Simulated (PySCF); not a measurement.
**Substituent effects on chemical shifts**

Parent skeleton `[SiH3:1][C:2]1([SiH3:3])[CH:4]=[CH:5][SiH2:6]1`; one hydrogen on atom 4 is replaced by X. Hydrogens on one atom are averaged.

PySCF 2.14 calculation with GIAO PBE0/pcSseg-1 shieldings and geometry: GFN2-xTB; rapidly exchanging positions averaged, one conformer, relativity neglected, in vacuum.

Shifts are taken against calculated references (same method and geometry level): TMS for ²⁹Si (σref 349.16) and ¹³C (σref 186.93) and ¹H (σref 31.72).

Parent (X = H): Si1 -63.6, C2 13.4, Si3 -63.6, C4 170.0, C5 133.7, Si6 -28.8, H(Si1) 4.13, H(Si3) 4.13, H(C5) 5.90 ppm. Effects are Δδ = δ(X) − δ(H), positive for deshielding.

Four derivatives gave (Δδ, ppm):
```
compound   Si1    C2    Si3     C4     C5    Si6  H(Si1)  H(Si3)  H(C5)
       1  +0.6  -0.4   +0.6   +9.3  -49.4  -31.0   -0.01   -0.01  -1.99
       2  +3.2  -3.8   +3.2   +2.0   +3.0   -9.3   +0.11   +0.11  +0.38
       3  -0.7  +2.1   -0.7   +6.7  -42.2  -31.9   +0.00   +0.00  -1.72
       4  +3.2  +1.5  -16.4  +17.1   -6.4  -26.8   +0.05   +0.20  +0.00
```

Their substituents are CHF2, OC2H5, OSiH3, SOCH3. Which is which?

Answers

1: X = OC2H5 (CCOC1=C[SiH2]C1([SiH3])[SiH3]); 2: X = CHF2 (FC(F)C1=C[SiH2]C1([SiH3])[SiH3]); 3: X = OSiH3 ([SiH3]OC1=C[SiH2]C1([SiH3])[SiH3]); 4: X = SOCH3 (C[S@](=O)C1=C[SiH2]C1([SiH3])[SiH3]).
